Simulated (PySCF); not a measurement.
CaF, charge +1, singlet, geometry from GFN2-xTB (such geometries of metal compounds can be far from the true shape); HF/def2-SVP run with PySCF.

The PySCF input:
```python
from pyscf import gto, scf

mol = gto.M(
    atom='''
Ca   -0.00000000   -0.00000000   -0.61305209
F     0.00000000    0.00000000    1.36233797
''',
    basis='def2-svp',
    charge=1,
    verbose=4,
)

mf = scf.RHF(mol)
mf.diis_space = 20
mf.kernel()
mf.analyze()
```

Problem. Write the output that PySCF gives for this input, abridged.

Solution. 
```
PySCF version 2.14.0

[INPUT] verbose = 4
[INPUT] num. atoms = 2
[INPUT] num. electrons = 28
[INPUT] charge = 1
[INPUT] spin (= nelec alpha-beta = 2S) = 0
[INPUT] symmetry False subgroup None
[INPUT] Mole.unit = angstrom
[INPUT] Symbol           X                Y                Z      unit          X                Y                Z       unit  Magmom
[INPUT]  1 Ca     0.000000000000   0.000000000000  -0.613052090000 AA    0.000000000000   0.000000000000  -1.158500550192 Bohr   0.0
[INPUT]  2 F      0.000000000000   0.000000000000   1.362337970000 AA    0.000000000000   0.000000000000   2.574445652396 Bohr   0.0

nuclear repulsion = 48.2192858485883
number of shells = 16
number of NR pGTOs = 85
number of NR cGTOs = 38
basis = def2-svp
ecp = {}

******** <class 'pyscf.scf.hf.RHF'> ********
method = RHF
initial guess = minao
damping factor = 0
level_shift factor = 0
DIIS = <class 'pyscf.scf.diis.CDIIS'>
diis_start_cycle = 1
diis_space = 20
diis_damp = 0
SCF conv_tol = 1e-09
SCF conv_tol_grad = None
SCF max_cycles = 50
direct_scf = True
direct_scf_tol = 1e-13
Set gradient conv threshold to 3.16228e-05
Initial guess from minao.
init E= -775.787334433153
  HOMO = -0.686223453863275  LUMO = -0.163930106710513  gap/eV = 14.21233
cycle= 1 E= -775.806458907894  delta_E= -0.0191  |g|= 0.634  |ddm|= 2.43
  HOMO = -0.526635329508086  LUMO = -0.217710709552335  gap/eV = 8.40627
cycle= 2 E= -775.849759943789  delta_E= -0.0433  |g|= 0.497  |ddm|= 0.714
  HOMO = -0.689879168361779  LUMO = -0.205841034667583  gap/eV = 13.17135
cycle= 3 E= -775.889172285773  delta_E= -0.0394  |g|= 0.0205  |ddm|= 0.296
  HOMO = -0.694660420018436  LUMO = -0.202001362159484  gap/eV = 13.40594
cycle= 4 E= -775.889418293559  delta_E= -0.000246  |g|= 0.00574  |ddm|= 0.0358
  HOMO = -0.695248210491052  LUMO = -0.201494612100575  gap/eV = 13.43572
cycle= 5 E= -775.889439066107  delta_E= -2.08e-05  |g|= 0.00106  |ddm|= 0.0135
  HOMO = -0.695280311783463  LUMO = -0.201417123993361  gap/eV = 13.43870
cycle= 6 E= -775.889440070838  delta_E= -1e-06  |g|= 0.000284  |ddm|= 0.00323
  HOMO = -0.695214212925709  LUMO = -0.201433022577409  gap/eV = 13.43647
cycle= 7 E= -775.889440132293  delta_E= -6.15e-08  |g|= 5.88e-05  |ddm|= 0.000746
  HOMO = -0.695214749571741  LUMO = -0.201433349981641  gap/eV = 13.43648
cycle= 8 E= -775.889440135224  delta_E= -2.93e-09  |g|= 9.39e-06  |ddm|= 0.000158
  HOMO = -0.695216592513791  LUMO = -0.201433185874323  gap/eV = 13.43653
cycle= 9 E= -775.889440135285  delta_E= -6.16e-11  |g|= 1.64e-06  |ddm|= 2.05e-05
  HOMO = -0.69521656594323  LUMO = -0.201433208095532  gap/eV = 13.43653
Extra cycle  E= -775.889440135286  delta_E= -4.55e-13  |g|= 7.5e-07  |ddm|= 2.02e-06
converged SCF energy = -775.889440135286
**** SCF Summaries ****
Total Energy =                        -775.889440135285781
Nuclear Repulsion Energy =              48.219285848588306
One-electron Energy =                -1157.311228324333115
Two-electron Energy =                  333.202502340458921
Two-electron Coulomb Energy =          378.505721694077408
DFT Exchange-Correlation Energy =      -45.303219353618488
HOMO-LUMO gap [eV] =                    13.436529560645512
**** MO energy ****
MO #1   energy= -149.59386530517   occ= 2
MO #2   energy= -26.3333522116036  occ= 2
MO #3   energy= -17.0527661957818  occ= 2
MO #4   energy= -13.8660443224053  occ= 2
MO #5   energy= -13.8660443224053  occ= 2
MO #6   energy= -13.8656330663593  occ= 2
MO #7   energy= -2.47389298391466  occ= 2
MO #8   energy= -1.63545537667266  occ= 2
MO #9   energy= -1.57901951782152  occ= 2
MO #10  energy= -1.57901951782151  occ= 2
MO #11  energy= -1.50818544842636  occ= 2
MO #12  energy= -0.709399954443295 occ= 2
MO #13  energy= -0.695216565943238 occ= 2
MO #14  energy= -0.69521656594323  occ= 2
MO #15  energy= -0.201433208095532 occ= 0
MO #16  energy= -0.109598992328521 occ= 0
MO #17  energy= -0.109598992328519 occ= 0
MO #18  energy= -0.0990597702213556 occ= 0
MO #19  energy= -0.0828088960618268 occ= 0
MO #20  energy= -0.082808896061819 occ= 0
MO #21  energy= -0.0482279216769248 occ= 0
MO #22  energy= -0.0105667594674785 occ= 0
 ** Mulliken pop on meta-lowdin orthogonal AOs  **
 ** Mulliken pop  **
pop of  0 Ca 1s           2.00000
pop of  0 Ca 2s           1.99998
pop of  0 Ca 3s           1.99964
pop of  0 Ca 4s           0.05137
pop of  0 Ca 5s           0.00252
pop of  0 Ca 2px          2.00000
pop of  0 Ca 2py          2.00000
pop of  0 Ca 2pz          2.00000
pop of  0 Ca 3px          1.99951
pop of  0 Ca 3py          1.99951
pop of  0 Ca 3pz          1.99743
pop of  0 Ca 4px          0.00955
pop of  0 Ca 4py          0.00955
pop of  0 Ca 4pz          0.00090
pop of  0 Ca 3dxy         0.00000
pop of  0 Ca 3dyz         0.01681
pop of  0 Ca 3dz^2        0.04070
pop of  0 Ca 3dxz         0.01681
pop of  0 Ca 3dx2-y2      0.00000
pop of  0 Ca 4dxy         0.00000
pop of  0 Ca 4dyz         0.01484
pop of  0 Ca 4dz^2        0.00088
pop of  0 Ca 4dxz         0.01484
pop of  0 Ca 4dx2-y2      0.00000
pop of  1 F 1s            1.99999
pop of  1 F 2s            1.95888
pop of  1 F 3s            0.00382
pop of  1 F 2px           1.95418
pop of  1 F 2py           1.95418
pop of  1 F 2pz           1.93813
pop of  1 F 3px           0.00455
pop of  1 F 3py           0.00455
pop of  1 F 3pz           0.00493
pop of  1 F 3dxy          0.00000
pop of  1 F 3dyz          0.00056
pop of  1 F 3dz^2         0.00084
pop of  1 F 3dxz          0.00056
pop of  1 F 3dx2-y2       0.00000
 ** Mulliken atomic charges  **
charge of    0Ca =      1.82516
charge of    1F =     -0.82516

WARN: System has nonzero charge 1; the dipole moment is origin-dependent.
Location of origin: [0. 0. 0.]

Dipole moment(X, Y, Z, Debye):  0.00000, -0.00000, -9.93393
```
